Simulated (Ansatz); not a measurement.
Reaction (formal exchange of groups at a B–C bond): `C=NBC[SiH3]` + SiH₄ → `C=NB[SiH3]` + `C[SiH3]`

Calculated with Ansatz (gas phase, PBE0-D4/def2-TZVP geometries, no zero-point term in ΔE). CCSD(T)/CBS is the MP2 limit (def2-TZVPP, def2-QZVPP) plus CCSD(T) − MP2 in def2-TZVPP, frozen cores. This one scheme is used for every species. Functionals use def2-TZVPP. HSE06 is defined as in plane-wave codes. Each species was taken in one conformer, which may not be the lowest.

`C=NBC[SiH3]`:

```xyz
13

C    -2.069    1.729    0.342
N    -0.967    1.205    0.559
B     0.238    0.622    0.798
C     1.125    0.044   -0.362
Si    0.853   -1.803   -0.537
H    -2.172    2.808    0.184
H    -2.989    1.136    0.300
H     0.571    0.534    1.948
H     2.187    0.191   -0.142
H     0.905    0.505   -1.329
H    -0.555   -2.085   -0.931
H     1.749   -2.380   -1.578
H     1.124   -2.504    0.747
```

SiH₄:

```xyz
5

Si    0.000    0.000    0.000
H     1.205    0.724   -0.478
H     0.211   -0.441    1.402
H    -0.239   -1.185   -0.861
H    -1.177    0.902   -0.063
```

`C=NB[SiH3]`:

Cartesian coordinates in Å:
```
C -1.823 1.189 0.404
N -0.885 0.395 0.593
B 0.142 -0.456 0.761
Si 1.440 -0.738 -0.756
H -2.779 0.850 -0.002
H -1.724 2.251 0.640
H 0.251 -1.020 1.813
H 1.468 -2.173 -1.160
H 2.822 -0.370 -0.337
H 1.088 0.073 -1.956
```

`C[SiH3]`:

```xyz
8

C     0.635    0.734    0.184
Si   -0.568   -0.657   -0.164
H     1.245    0.508    1.061
H     0.102    1.669    0.371
H     1.304    0.889   -0.665
H     0.159   -1.930   -0.417
H    -1.397   -0.349   -1.361
H    -1.481   -0.864    0.993
```

```tsv
level	ΔE (kJ/mol)
r2SCAN0-D4	10.9
CAM-B3LYP-D4	14.1
ωB97M-V	16.4
B2PLYP	11.7
PBE	-0.4
HSE06	5.1
HF/def2-TZVPP	21.9
MP2/CBS(def2)	18.7
```

What does CCSD(T)/CBS give? (Best estimate.)

The calculation gave: +13.3 kJ/mol. The listed levels differ from it by -2.4, 0.8, 3.1, -1.6, -13.7, -8.2, 8.6, 5.4 kJ/mol.

Largest T1 diagnostic among the species: 0.017.

The D4 term adds +3.1 kJ/mol with B3LYP and +1.9 kJ/mol with PBE0; it sums over pairs of atoms, weighted by their polarisabilities, and B3LYP, whose exchange is more repulsive, gets the larger term. From r2SCAN to r2SCAN0 (25 % exact exchange), in def2-TZVPP and without D4, ΔE moves by +3.9 kJ/mol.

B3LYP here is the variant with VWN-RPA as its local correlation; programs differ in this.
